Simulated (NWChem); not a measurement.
Species: CdHSI; SMILES [I][Cd][SH]

```xyz
4

Cd     0.0117     0.8266     0.0000
I      0.0030    -1.7686     0.0000
S      0.0370     3.1746     0.0000
H     -1.3127     3.2658     0.0000
```
Atoms are numbered in this order, from 1.

All runs: NWChem. All runs use the structure optimised with PBE0/def2-SVP. No frequency run checked for a minimum. def2 effective core potentials on Cd, I; no spin-orbit coupling. Ions are spin-unrestricted doublets at the neutral geometry; other ion states weren't tried.

Task: What does the run give for CAM-B3LYP/def2-SVP? Quantities: vertical ionisation energy, ΔSCF (eV); −ε(HOMO) (eV).

Result: 
| Property | Result |
|---|---|
| vertical ionisation energy, ΔSCF (eV) | 9.50 |
| −ε(HOMO) (eV) | 8.53 |
